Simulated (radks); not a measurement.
Species: Pr2+. Configuration: [Xe] 4f3. Method: Dirac Kohn-Sham, BLYP, spin-unpolarised, spherical densities, finite nucleus; open shells fill j = l - 1/2 first; Fermi nuclear charge, rms radius 4.8919 fm; computed with a radial shooting solver on a logarithmic mesh with Libxc functionals.

Unscreened Slater integrals over Kohn-Sham orbitals (cm^-1). Large and small components are both included. Empty in this configuration: 4f7/2.

integral,value
"F0(4f5/2,4f5/2)",182010
"F2(4f5/2,4f5/2)",82267
"F4(4f5/2,4f5/2)",50823
"F0(4f5/2,5p3/2)",128380
"F2(4f5/2,5p3/2)",48110
"G2(4f5/2,5p3/2)",29575
"G4(4f5/2,5p3/2)",21889
"F0(4f5/2,5p1/2)",133310
"G2(4f5/2,5p1/2)",32686
"F0(4f5/2,5s1/2)",145050
"G3(4f5/2,5s1/2)",32975
"F0(4f5/2,4f7/2)",180760
"F2(4f5/2,4f7/2)",81612
"F4(4f5/2,4f7/2)",50402
"G2(4f5/2,4f7/2)",81496
"G4(4f5/2,4f7/2)",50334
"G6(4f5/2,4f7/2)",35992
"F0(5p3/2,5p3/2)",110860
"F2(5p3/2,5p3/2)",59674
"F0(5p3/2,5p1/2)",113530
"G2(5p3/2,5p1/2)",60682
"F0(5p3/2,5s1/2)",119460
"G1(5p3/2,5s1/2)",78735
"F0(5p3/2,4f7/2)",127920
"F2(5p3/2,4f7/2)",48276
"G2(5p3/2,4f7/2)",29993
"G4(5p3/2,4f7/2)",22142
"F0(5p1/2,5p1/2)",116470
"F0(5p1/2,5s1/2)",123040
"G1(5p1/2,5s1/2)",83912
"F0(5p1/2,4f7/2)",132800
"G4(5p1/2,4f7/2)",24268
"F0(5s1/2,5s1/2)",131100
"F0(5s1/2,4f7/2)",144420
"G3(5s1/2,4f7/2)",33223
"F0(4f7/2,4f7/2)",179520
"F2(4f7/2,4f7/2)",80974
"F4(4f7/2,4f7/2)",49993
"F6(4f7/2,4f7/2)",35743
